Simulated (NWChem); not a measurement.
# AlAsH4O; SMILES [OH][AlH][AsH2]

```xyz
7

Al    -0.5632    -1.2089     0.0127
As     0.0890     1.1246     0.0473
H     -1.0072     1.4637    -0.9609
H      1.1249     0.8697    -1.0433
H     -2.0698    -1.7166     0.0669
O      0.7145    -2.3397     0.0191
H      0.6223    -3.2934     0.0579
```
Atoms are numbered in this order, from 1.

Program: NWChem. All runs use the structure optimised with PBE0/def2-SVP.

**Question.** Taking PBE0/pcseg-2 as the yardstick, which of these has the fewest basis functions while keeping “dipole (D)” within 0.1 D of it: PBE0/def2-SVP; PBE0/STO-3G; PBE0/pcseg-1; PBE0/aug-pcseg-1?

**Answer.** none of them.
```csv
level,basis functions,dipole (D)
PBE0/STO-3G,36,2.45
PBE0/pcseg-1,79,1.69
PBE0/def2-SVP,84,1.67
PBE0/aug-pcseg-1,122,1.37
PBE0/pcseg-2,163,1.50
```

The yardstick is one finite set, not the basis-set limit.
